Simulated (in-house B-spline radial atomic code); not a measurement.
**RPA and G0W0 on PBEsol: N³⁺**

Configuration [He] 2s2, mean-field start PBEsol. Computed with a B-spline radial code for spherical atoms: all electrons, scalar-relativistic (spin-free one-electron X2C), finite nucleus, each spin shell either full or empty, empty states to l = 9 with an (l + 1/2)⁻⁴ tail; G0W0 by contour deformation at full frequency.

Command:
```bash
python run_gw.py task.json out
```
Settings (radii: box in bohr, nucleus in fm):
```
Z                        7
electrons                4
configuration            [He] 2s2
hamiltonian              x2c
method                   pbesol
lmax                     9
rms_radius               2.5582
spin_polarised           False
box_radius               14.14
intervals                71
ion_configuration        [He] 2s1
```

Time taken, with all properties: 1.3 s on 1 thread of Arm Neoverse V2, with other jobs on the host.

Energies (hartree):

```csv
term,value
mean-field total,-50.96375
Hartree-Fock functional on these orbitals,-51.10964
direct second order,-0.353
second-order exchange,0.17349
SOSEX correction,0.12371
```

**Question.** What is the RPA correlation energy, and what remains with SOSEX?

**Answer.** RPA gives -0.2521 hartree (-1.71 eV per electron); RPA + SOSEX gives -0.12839, and the second-order doubles -0.17951 hartree (no singles). SOSEX takes back 49 % of the RPA value.

Quasi-particle levels (eV):

| level | occupied | mean field | Σx - vxc | Σc | QP weight | G0W0 |
| --- | --- | --- | --- | --- | --- | --- |
| 2s | yes | -67.85 | -7.48 | ? | ? | ? |
| 2p | no | -56.81 | 10.62 | -1.82 | 0.951 | -48.02 |

G0W0 = mean field + (Σx - vxc) + Σc, with Σc (partial-wave tail included) taken at the quasi-particle energy. Levels of low weight are left out.

**Question.** Where does G0W0 put 2s?

**Answer.** At -77.51 eV, with Σc = -2.17 eV and a quasi-particle weight of 0.935. The tabulated removal energy is 77.474 eV (NIST, measured).

**Question.** What does it cost to remove one electron (to [He] 2s1) by differences of total energies, each species on its own start (correlation terms add to the Hartree-Fock functional)?

**Answer.** PBEsol 76.11 eV, Hartree-Fock functional 75.01 eV, + RPA 77.84 eV, + RPA + SOSEX 77.15 eV, + second order 78.47 eV. Tabulated: 77.474 eV (NIST, measured).
